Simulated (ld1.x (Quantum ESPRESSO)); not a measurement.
## Before and after: RRKJ potential for Kr (Z = 36)

krypton (Kr), norm-conserving RRKJ (Kleinman–Bylander form), made with ld1.x (Quantum ESPRESSO) 7.5 (revPBE, scalar-relativistic). Core [Ar], reference 3d10 4s2 4p6. Waves: 4p (bound): rc 1.10 bohr; 3d (bound): rc 1.05 bohr; 4s (bound): rc 1.35 bohr. Local part: the s channel. Core correction: none. rho0 = 0.02.

All-electron outer shells of the reference configuration (revPBE, scalar-relativistic, ld1.x):

```csv
shell,level (eV),outermost node (bohr),outermost maximum (bohr)
3s,-264.02,0.22,0.47
3p,-195.17,0.20,0.46
3d,-81.33,–,0.41
4s,-22.99,0.64,1.34
4p,-9.21,0.67,1.55
```

Change: core correction a·sin(br)/r model core inside 1.02 bohr.

Cutoffs: the cutoffs (Ry, on a coarse ladder) from which the occupation-weighted sum of valence levels, in a spherical-Bessel basis at the reference potential, stays within 10 and 1 mRy of its value at 400 Ry; they do not see the model core or the augmentation charge, which bear on the density cutoff. Errors are all-electron minus pseudo energies relative to the spin-unpolarised reference configuration.

Q: Predict the effect on cutoff, ghosts and configuration errors.

A: Both files keep a bound ghost (p); of the 7 tests that both files solve, the error grows in 2 and shrinks in 1 by more than 15 % and 0.3 meV (median size 51.6 → 128.9 meV). A model core, the more so a compact one, raises the density cutoff, which this test does not measure.

```csv
quantity,base,changed
"cutoff, loose",230 Ry,230 Ry
"cutoff, tight",over 300 Ry,over 300 Ry
bound ghosts,p,p
"error for 3d10 4s2 4p5, meV [ΔE 14.25 eV]",-13,-12
"error for 3d10 4s2 4p4, meV [ΔE 39.39 eV]",-52,-48
"error for 3d10 4s2 4p3, meV [ΔE 76.43 eV]",-107,-96
"error for 3d10 4s1 4p6, meV [ΔE 28.74 eV]",-29,+4885
"error for 3d9 4s2 4p6, meV [ΔE 93.79 eV]",-1277,-1311
"error for 3d10 4s2 4p5.5, meV [ΔE 5.84 eV]",-3.6,+4247
"error for 3d10 4s2 4p2, meV [ΔE 126.18 eV]",-153,-129
s: phases at 1.51 bohr within 0.05 rad from the reference energy up to (Ry; the scan ends near 5),to the end of the scan,to the end of the scan
p: phases at 1.51 bohr within 0.05 rad from the reference energy up to (Ry; the scan ends near 5),to the end of the scan,to the end of the scan
d: phases at 1.51 bohr within 0.05 rad from the reference energy up to (Ry; the scan ends near 5),-1.4,-1.4
```

Changed file: These tests converged, but a pseudo level misses the all-electron one widely, so the file describes the atom poorly there or has found another state: 3d10 4s1 4p6: 3d by 15.4 eV; 3d10 4s2 4p5.5: 3d by 14.3 eV. A true bound ghost makes a file unfit for plane-wave use even where its test errors are small: the radial tests pick states by their node count and pass the ghost by.
